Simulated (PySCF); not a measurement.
**Basis-set dependence of BeO at HF**

PySCF, RHF reference; singlet, unpaired electrons none; De to Be + O without counterpoise correction.

```json
{"basis": "3-21G", "relativity": "no relativity", "functions": "18", "Re (Å)": "1.327", "ωe (cm⁻¹)": "1731", "De (eV)": "1.00", "μ (D)": "-6.37"}
{"basis": "x2c-SVPall", "relativity": "spin-free X2C", "functions": "23", "Re (Å)": "1.311", "ωe (cm⁻¹)": "1687", "De (eV)": "1.29", "μ (D)": "-7.02"}
{"basis": "6-31G(d,p)", "relativity": "no relativity", "functions": "28", "Re (Å)": "1.296", "ωe (cm⁻¹)": "1741", "De (eV)": "1.58", "μ (D)": "-6.77"}
{"basis": "x2c-TZVPPall", "relativity": "spin-free X2C", "functions": "50", "Re (Å)": "1.296", "ωe (cm⁻¹)": "1712", "De (eV)": "1.50", "μ (D)": "-7.14"}
```

(1) How does each smaller set differ from the one with most functions, x2c-TZVPPall?

A positive dipole means Be(−)O(+). Measured (Huber and Herzberg, Constants of Diatomic Molecules (1979)): Re = 1.3309 Å, ωe = 1487.32 cm⁻¹. Where the molecule has an RHF reference, its open-shell atoms are computed with UHF. 3-21G is very small, so such numbers show the basis as much as the molecule. Hartree–Fock leaves out correlation, which carries a large part of most bond energies and some tenths to 1 eV of ionisation energies.

## Answers

(1) 3-21G: +3.1 pm, +1.1 % in ωe, -0.50 eV in De; x2c-SVPall: +1.5 pm, -1.5 % in ωe, -0.21 eV in De; 6-31G(d,p): +0.0 pm, +1.7 % in ωe, +0.08 eV in De. All at HF; the set with most functions is neither the basis-set limit nor always the best. The rows treat relativity differently, so the differences are not basis effects alone.
